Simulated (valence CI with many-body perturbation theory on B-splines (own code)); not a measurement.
**Ladder of approximations for Te29+**

Calculated by relativistic CI+MBPT: five valence electrons over a frozen Dirac-Fock core [Ar], a basis of 7 s, 7 p, 8 d, 6 f, 4 g, 1 h functions for each j, with the one-electron correlation potential Σ1, the two-electron term Σ2, the three-electron term Σ3, Breit, model QED; selected CI, second order for the rest (own B-spline code, finite nucleus).

No measured spectrum was set against this ion. As an estimate, large intervals hold to a few tenths of a per cent, small ones and those within an open d or f shell to about a per cent. Only levels of the ground parity were solved; by the run's estimate the other parity begins above the list, which can be wrong where configurations are misplaced.

Each rung adds one term. CI alone is the Dirac-Coulomb CI over the frozen core; QED comes last and gives the full result, which names the levels. Energies are above (3d3/2^4 3d5/2) J=5/2 [a] on the same rung, in cm⁻¹.

Levels are named by their leading jj configuration (3d3/2^4 stands for four electrons in 3d with j = 3/2), which in mixed levels can hold well under half, so a name can repeat and another be missing. Letters in brackets count levels of one name in rising energy.

```tsv
Level	CI alone	Σ1	Σ2	Σ3	Breit	QED	Full
(3d3/2^4 3d5/2) J=5/2 [b]	89490	-19	-2413	-978	+1054	-37	87096
(3d3/2^3 3d5/2^2) J=7/2 [a]	140531	+331	-1879	-709	-1834	+85	136524
(3d3/2^3 3d5/2^2) J=3/2	145073	+329	-3527	-1127	+93	+83	140924
(3d3/2^3 3d5/2^2) J=11/2	149830	+385	+72	-1328	-5396	+107	143671
(3d3/2^3 3d5/2^2) J=9/2	162399	+501	-860	-754	-3920	+149	157516
(3d3/2^3 3d5/2^2) J=5/2 [a]	161677	+599	-1814	-690	-1828	+187	158131
(3d3/2^3 3d5/2^2) J=1/2	173365	+541	-3490	-973	-962	+161	168640
(3d3/2^3 3d5/2^2) J=7/2 [b]	203668	+660	-3248	-798	-2915	+194	197560
(3d3/2^3 3d5/2^2) J=5/2 [b]	210195	+712	-3212	-363	-2458	+228	205101
(3d3/2^2 3d5/2^3) J=7/2 [a]	233284	+761	-3394	-1509	-3563	+240	225819
(3d3/2^2 3d5/2^3) J=11/2	233080	+969	+1936	-1596	-7009	+320	227701
(3d3/2^2 3d5/2^3) J=3/2 [a]	240806	+787	-3899	-487	-2324	+246	235130
(3d3/2^2 3d5/2^3) J=1/2 [a]	243962	+1121	-2985	-253	-2936	+383	239293
(3d3/2^2 3d5/2^3) J=9/2 [a]	250373	+898	-2093	-863	-5424	+285	243175
(3d3/2^2 3d5/2^3) J=3/2 [b]	253967	+1068	-2133	-1072	-2785	+355	249401
(3d3/2^2 3d5/2^3) J=13/2	258956	+1072	+2699	-1974	-10205	+355	250903
(3d3/2^2 3d5/2^3) J=5/2 [a]	271132	+1078	-3250	-435	-3846	+347	265026
(3d3/2^2 3d5/2^3) J=9/2 [b]	297521	+1111	-914	-1585	-5794	+356	290694
(3d3/2^2 3d5/2^3) J=7/2 [b]	312140	+1147	-4419	-535	-6197	+360	302497
```

The middle columns are the shifts that each term adds.

Question: How does the ionisation energy move along the ladder, and which term matters most?

Answer: CI alone 1695.4, + Σ1 1697.7, + Σ2 1706.9, + Σ3 1707.0, + Breit 1706.9, + QED 1707.0 eV. The largest step is Σ2, 9.3 eV. NIST lists 1707 ± 4 eV (theoretical).
